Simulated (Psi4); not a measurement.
Two rigid molecules brought together: H4Ge ··· O2S (SMILES [GeH4] and O=S=O), singlet. Monomers: optimised at B3LYP-D3(BJ) (def2-TZVP), held rigid. Orientation: a random orientation, not optimised. The monomers approach along the line of their centres of mass (distance R); nothing else relaxes.

Geometry at R = 4.50 Å (first 5 atoms: monomer A):
```
8

Ge     0.0000     0.0000     0.0000
H     -0.8673    -0.6827    -1.0680
H      0.2348     1.4664    -0.3917
H      1.3502    -0.7248     0.1031
H     -0.7177    -0.0589     1.3566
O      2.2421    -3.2350     3.0802
S      1.4407    -2.3759     3.9104
O      0.4163    -1.5745     3.2957
```

Computed with SAPT0/jun-cc-pVDZ, frozen core in Psi4.

Components in kcal/mol:

```
R / Å  electrostatics  exchange  induction  dispersion  total
-----  --------------  --------  ---------  ----------  -----
3.93            -4.40     12.43      -1.31       -2.68   4.04
4.12            -2.29      6.66      -0.74       -1.89   1.75
4.28            -1.30      3.92      -0.47       -1.43   0.73
4.50            -0.58      1.88      -0.26       -0.99   0.05
4.68            -0.29      1.02      -0.16       -0.75  -0.17
4.91            -0.11      0.47      -0.09       -0.53  -0.26
5.17            -0.03      0.19      -0.05       -0.37  -0.26
5.49             0.01      0.06      -0.03       -0.24  -0.20
5.99             0.01      0.01      -0.01       -0.13  -0.12
6.69             0.01      0.00      -0.01       -0.06  -0.06
7.67             0.00      0.00       0.00       -0.02  -0.02
9.00             0.00      0.00       0.00       -0.01  -0.01
```
